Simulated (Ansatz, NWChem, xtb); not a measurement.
**Redistribution: CHBrI2 + CH2BrI → CHI3 + CH2Br2**

Gas-phase species: CHBrI2 (bromodiiodomethane) `BrC(I)I`, singlet; CH2BrI (bromoiodomethane) `BrCI`, singlet; CHI3 (iodoform) `IC(I)I`, singlet; CH2Br2 (dibromomethane) `BrCBr`, singlet. The partners trade Br for I; both sit on C, so the bond types are kept.

Shapes, held fixed at every level: PBE0-D4/def2-TZVP. Programs: Ansatz 0.2.0, NWChem 7.3.0, xtb 6.7.1. A level may come from different programs for different species; with the same settings they agree closely. The zero-point and thermal change to 298 K, harmonic and unscaled (PBE0-D4/def2-TZVP), is +0.4 kJ/mol.

(1) Estimate ΔH(298 K) of this reaction.

Results:

(1) The highest level, CCSD(T)/def2-TZVPP, gives ΔH(298 K) = -1.5 kJ/mol; the levels span -3.5 to +3.9. That is about zero within the method's error. They disagree on the sign: 2 of 9 are positive. The column of differences is taken from that level and isn't an error. No measured value is set beside it here. For atoms past krypton def2 sets carry core potentials with scalar relativity. Relativity is left out for Br. Outer-core shells of Br, I are correlated, in sets that cover them unevenly.

| level | kind | ΔH(298 K) (kJ/mol) | less CCSD(T)/def2-TZVPP |
| --- | --- | --- | --- |
| GFN2-xTB | semi-empirical | +3.9 | +5.4 |
| HF/def2-TZVPP | Hartree–Fock | -1.0 | +0.5 |
| PBE0/def2-SVP | global hybrid | +0.1 | +1.6 |
| PBE0-D4/def2-TZVPP | global hybrid | -1.1 | +0.4 |
| B2PLYP/def2-TZVPP | double hybrid | -1.3 | +0.2 |
| MP2/def2-SVP | perturbation theory | -1.4 | +0.1 |
| MP2/def2-TZVPP | perturbation theory | -3.5 | -2.0 |
| CCSD/def2-TZVPP | coupled cluster or CI | -1.2 | +0.3 |
| CCSD(T)/def2-TZVPP | coupled cluster or CI | -1.5 | 0.0 |
